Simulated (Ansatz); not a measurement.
Steps of a relaxation of `C[CH](O)[GeH3]` with RKS PBE0-D4/def2-TZVP.

```sh
$ ansatz run in.yaml --threads 4 --pin off --events-out ev --progress --plain --max-ram 10444MiB
```

```yaml
crystal:
  periodic: [false, false, false]
  atoms:
    - {symbol: C, position_ang: [-0.979665, 1.009895, 0.053526]}
    - {symbol: C, position_ang: [-0.181820, -0.216428, 0.494009]}
    - {symbol: O, position_ang: [0.715936, 0.071932, 1.561820]}
    - {symbol: Ge, position_ang: [0.974612, -0.938404, -0.958807]}
    - {symbol: H, position_ang: [-1.662930, 0.775977, -0.789143]}
    - {symbol: H, position_ang: [-1.605919, 1.393686, 0.890326]}
    - {symbol: H, position_ang: [-0.304066, 1.831000, -0.263251]}
    - {symbol: H, position_ang: [-0.891821, -1.035906, 0.771067]}
    - {symbol: H, position_ang: [0.187053, 0.421146, 2.304645]}
    - {symbol: H, position_ang: [1.971341, 0.160927, -1.411740]}
    - {symbol: H, position_ang: [0.095476, -1.356004, -2.171522]}
    - {symbol: H, position_ang: [1.758905, -2.172922, -0.446829]}
basis:
  gaussian: {orbitals: def2-TZVP}
hamiltonian: {xc: pbe0, dispersion: d4}
relax: {f_tol: 0.005, max_steps: 150}
```

Positions (Å) and forces (eV/Å) along the path, 6 of 6 steps:

```xyz
12
step=1 energy=-60759.0618 eV
C    -0.980    1.010    0.054   -0.070    0.223    0.008
C    -0.182   -0.216    0.494   -0.203   -0.217   -0.179
O     0.716    0.072    1.562   -0.702    0.193    0.357
Ge    0.975   -0.938   -0.959    0.006    0.021   -0.013
H    -1.663    0.776   -0.789    0.350    0.064    0.417
H    -1.606    1.394    0.890    0.291   -0.187   -0.389
H    -0.304    1.831   -0.263   -0.317   -0.406    0.152
H    -0.892   -1.036    0.771    0.391    0.447   -0.052
H     0.187    0.421    2.305    0.410   -0.221   -0.474
H     1.971    0.161   -1.412   -0.152   -0.158    0.062
H     0.095   -1.356   -2.172    0.121    0.063    0.189
H     1.759   -2.173   -0.447   -0.124    0.177   -0.078
12
step=2 energy=-60759.0963 eV
C    -0.969    1.003    0.055   -0.026    0.051   -0.033
C    -0.178   -0.219    0.487   -0.116   -0.019    0.012
O     0.700    0.073    1.566   -0.170    0.036    0.109
Ge    0.972   -0.933   -0.959   -0.023    0.011    0.049
H    -1.643    0.765   -0.778    0.087    0.035    0.109
H    -1.590    1.381    0.883    0.092   -0.065   -0.114
H    -0.301    1.815   -0.259   -0.092   -0.117    0.042
H    -0.882   -1.022    0.772    0.135    0.118   -0.052
H     0.171    0.429    2.293    0.131   -0.063   -0.138
H     1.957    0.160   -1.412   -0.019   -0.020    0.008
H     0.093   -1.346   -2.157    0.006    0.012    0.025
H     1.746   -2.161   -0.454   -0.006    0.021   -0.015
12
step=3 energy=-60759.0991 eV
C    -0.967    1.001    0.052    0.013   -0.014    0.019
C    -0.179   -0.217    0.487    0.025   -0.010   -0.018
O     0.697    0.069    1.567   -0.027   -0.001   -0.014
Ge    0.970   -0.931   -0.954    0.001    0.005   -0.003
H    -1.637    0.765   -0.779   -0.002   -0.006   -0.007
H    -1.587    1.376    0.875   -0.012    0.009    0.010
H    -0.301    1.809   -0.260    0.010    0.010   -0.006
H    -0.877   -1.021    0.765   -0.013   -0.002    0.012
H     0.175    0.430    2.290    0.002    0.014    0.022
H     1.951    0.161   -1.407    0.006    0.006   -0.006
H     0.084   -1.339   -2.146   -0.002   -0.005   -0.008
H     1.748   -2.158   -0.456    0.000   -0.004   -0.001
12
step=4 energy=-60759.0993 eV
C    -0.966    1.001    0.053    0.001   -0.003    0.002
C    -0.179   -0.219    0.488    0.007    0.006    0.005
O     0.694    0.068    1.569   -0.007   -0.008   -0.007
Ge    0.970   -0.930   -0.955    0.003   -0.003    0.000
H    -1.635    0.764   -0.779   -0.003    0.000   -0.004
H    -1.587    1.376    0.875   -0.003    0.002    0.002
H    -0.299    1.808   -0.259    0.002    0.003   -0.002
H    -0.878   -1.020    0.767   -0.002   -0.005   -0.001
H     0.173    0.434    2.291    0.002    0.006    0.004
H     1.951    0.162   -1.410   -0.001    0.001    0.001
H     0.085   -1.340   -2.148   -0.003    0.001    0.001
H     1.747   -2.158   -0.458    0.003   -0.001    0.000
12
step=5 energy=-60759.0993 eV
C    -0.964    1.000    0.053    0.011    0.001   -0.001
C    -0.181   -0.222    0.488    0.001   -0.004    0.005
O     0.691    0.061    1.571   -0.001    0.001   -0.003
Ge    0.969   -0.931   -0.954   -0.003    0.005    0.001
H    -1.634    0.766   -0.779    0.002    0.001    0.003
H    -1.583    1.377    0.876   -0.003    0.000   -0.002
H    -0.294    1.805   -0.257   -0.006    0.001    0.000
H    -0.883   -1.022    0.765   -0.002   -0.004   -0.002
H     0.173    0.442    2.287    0.000    0.001    0.001
H     1.944    0.168   -1.410    0.001   -0.003   -0.002
H     0.085   -1.345   -2.146   -0.001    0.000   -0.001
H     1.754   -2.155   -0.460    0.001    0.001    0.001
12
step=6 energy=-60759.0993 eV
C    -0.964    1.001    0.054   -0.001   -0.001    0.002
C    -0.181   -0.222    0.488    0.003    0.002    0.000
O     0.691    0.061    1.572   -0.001   -0.001    0.000
Ge    0.969   -0.931   -0.955    0.001    0.001    0.001
H    -1.630    0.768   -0.781   -0.001    0.000    0.001
H    -1.586    1.375    0.875   -0.001    0.001   -0.001
H    -0.293    1.807   -0.254    0.001    0.000    0.000
H    -0.883   -1.022    0.764   -0.001   -0.001    0.000
H     0.173    0.442    2.287    0.000    0.000    0.000
H     1.943    0.167   -1.413    0.001    0.000   -0.001
H     0.083   -1.347   -2.145   -0.001    0.000    0.000
H     1.755   -2.154   -0.459    0.000    0.000    0.000
```

It took 15 s on 4 threads of an Intel Xeon Platinum 8488C on a shared host, with 0.51 GiB of host memory at the peak.
